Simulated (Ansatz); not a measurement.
This geometry of CH$_{4}$NPSi (8 atoms, charge 0, multiplicity 1) is a first-order saddle point.

Method: RKS CAM-B3LYP-D4/def2-SVP in Ansatz.

```xyz
8
Properties=species:S:1:pos:R:3
N 1.436 -0.812 2.529
C 1.018 -0.253 1.608
Si 0.348 0.642 0.112
P -0.952 -0.574 -1.120
H 1.540 1.079 -0.651
H -0.464 1.767 0.629
H -0.493 -1.423 -2.125
H -2.341 -0.483 -1.037
```

(1) Which two structures does it join? (They come from a converged band through this point; their orientation in space is the band's.)

(2) How far does it lie above each of them?

Answers

(1) No bond is made or broken. The height of P4 over the plane of its neighbours goes from -0.87 to 0.86 Å.

Image 0:

```xyz
8
Properties=species:S:1:pos:R:3
N 1.996 -0.585 2.097
C 1.282 -0.100 1.329
Si 0.124 0.638 0.073
P -1.381 -0.965 -0.440
H 0.960 1.106 -1.060
H -0.554 1.786 0.721
H -0.451 -1.707 -1.223
H -1.885 -0.230 -1.553
```

Image 6:

```xyz
8
Properties=species:S:1:pos:R:3
N 1.458 -0.740 2.151
C 1.002 -0.142 1.274
Si 0.236 0.774 -0.154
P -1.242 -0.512 -1.270
H 1.341 1.179 -1.054
H -0.447 1.964 0.409
H -0.362 -1.630 -1.329
H -1.895 -0.950 -0.083
```

(2) 102.6 kJ/mol above the first and 104.5 kJ/mol above the second. This is the barrier of this one path; another mechanism may lie lower.

The run took 73 s on 2 threads of AMD EPYC 9R14 (Zen 4) (shared host), peak memory 0.21 GiB.
